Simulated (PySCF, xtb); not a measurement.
HOP, SMILES O=P.

Harmonic wavenumbers (cm⁻¹) from GFN2-xTB run with xtb at its own minimum, in rising order: 994, 1286, 1871.

**Question.** What does PBE-D3(BJ)/def2-TZVPD (PySCF) give at its own minimum? (An estimate is asked for; the answer gives what the named calculation found.)

**Answer.** 957, 1170, 2019. Paired by order, the mean absolute difference is 100 cm⁻¹ and the zero-point energies are 5.9 and 5.9 kcal/mol.
